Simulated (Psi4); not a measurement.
Input for Psi4:
```
memory 2 GB

molecule mol {
0 1
  C     2.120804    0.732218   -0.841686
  S     1.423924   -0.372881    0.437631
  Si   -0.629590   -0.072453    0.101587
  O    -0.951428    1.496777    0.067378
  F    -1.506483   -0.831363    1.191699
  F    -1.165757   -0.728240   -1.258463
  H     1.763861    1.743003   -0.680086
  H     1.837208    0.375346   -1.825941
  H     3.198455    0.691434   -0.726985
  H    -1.831286    1.839572   -0.079337
}

set basis sto-3g
set reference rhf

energy('scf')
print_variables()
```

Task: What total energy does HF/STO-3G run with Psi4 give?

Result: -988.5215 Eh

Task: Give the nuclear repulsion energy at the level HF/STO-3G.

Result: 410.8005 Eh

Task: What number of basis functions does HF/STO-3G give?

Result: 42

Task: Estimate the dipole moment that HF/STO-3G returns for this input.

Result: 1.36 D
